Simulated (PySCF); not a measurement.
**Magnetisability: `InChI=1S/C5H9F2N/c6-5(7)4-1-2-8-3-4/h4-5,8H,1-3H2/p+1/t4-/m1/s1`, charge +1**

Geometry (Å), atoms numbered from 1 in this order:
```xyz
18

F     1.200    0.533    1.647
C     1.838    0.156    0.499
F     2.532   -0.951    0.808
C     0.782   -0.165   -0.569
C    -0.142    1.045   -0.819
C    -1.503    0.649   -0.231
N    -1.195   -0.487    0.674
C    -0.157   -1.260   -0.050
H     2.538    0.953    0.218
H     1.311   -0.488   -1.465
H    -0.229    1.266   -1.879
H     0.251    1.934   -0.327
H    -2.178    0.296   -1.013
H    -1.983    1.463    0.310
H    -2.021   -1.044    0.912
H    -0.783   -0.124    1.546
H     0.349   -1.972    0.604
H    -0.620   -1.798   -0.878
```

Total charge +1.

Level of theory: PySCF 2.14.0, GIAO HF/pcSseg-1 magnetisability, rotational g tensor and spin-rotation constants, non-relativistic, gas phase. Geometry: GFN2-xTB.

For an ion the centre-of-mass motion in the field is neglected.

(1) How diamagnetic is it, and how anisotropic?

(2) Split it along the inertial axes a, b, c into diamagnetic and paramagnetic parts about the centre of mass, with the quadrupole moment.

(3) And the rotational g tensor?

Answers

(1) Isotropic -1266 × 10⁻³⁰ J/T², or -76.2 × 10⁻⁶ cm³/mol; principal values -1298, -1261, -1237 × 10⁻³⁰ J/T², anisotropy 54 × 10⁻³⁰ J/T² (root of half the summed squared differences of the principal values). The susceptibility is in cgs units.

(2) 
| axis | χ (10⁻⁶ cm³/mol) | diamagnetic (10⁻⁶ cm³/mol) | paramagnetic (10⁻⁶ cm³/mol) | summed x² of all electrons (Å²) | quadrupole Θ (D Å) |
| --- | --- | --- | --- | --- | --- |
| a | -76.8 | -428.5 | 351.7 | 148.0 | +4.17 |
| b | -74.7 | -826.7 | 752.0 | 54.2 | +0.63 |
| c | -77.1 | -857.7 | 780.6 | 46.8 | -4.81 |

Anisotropies 2χaa − χbb − χcc = -1.9 and 2χbb − χaa − χcc = +4.5 × 10⁻⁶ cm³/mol. Θ is traceless in Buckingham's convention.

(3) 
```tsv
axis	rotational constant (GHz)	g	nuclear part	electronic part
a	3.5787	+0.0150	0.6062	-0.5912
b	1.5501	+0.0065	0.5541	-0.5476
c	1.5077	+0.0103	0.5632	-0.5529
```
Asymmetric top; isotopes 12C, 19F, 1H, 14N; no vibrational averaging.
